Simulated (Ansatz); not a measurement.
A structure relaxed at PBE-D4/def2-SVP in Ansatz, charge 1, doublet:

| atom | x (Å) | y (Å) | z (Å) |
| --- | --- | --- | --- |
| W1 | 1.4013 | 0.1801 | -1.1374 |
| Si2 | -0.8063 | 0.3522 | 2.3240 |
| Si3 | 0.2724 | -1.9308 | -1.0809 |
| Si4 | -1.2770 | -0.5010 | 0.1191 |
| Si5 | 0.1266 | 1.6078 | 0.4388 |
| Si6 | 1.1042 | -0.5934 | 1.1389 |
| Si7 | -0.8212 | 0.8851 | -1.8025 |

Problem. Give its formula.

Solution. Si₆W⁺.

Problem. Summarise the bond lengths by kind (pairs closer than 1.2 times the sum of covalent radii, bridged metal pairs left out).

Solution. 9 × Si–Si 2.41 to 2.59 Å; 5 × Si–W 2.39 to 3.04 Å. The metal has 5 neighbours: Si 2.39 Å, Si 3.04 Å, Si 2.48 Å, Si 2.42 Å, Si 2.42 Å.

In the def2 sets W takes a core potential; there is no spin–orbit coupling. The structure comes from a short search, and lower isomers may exist.
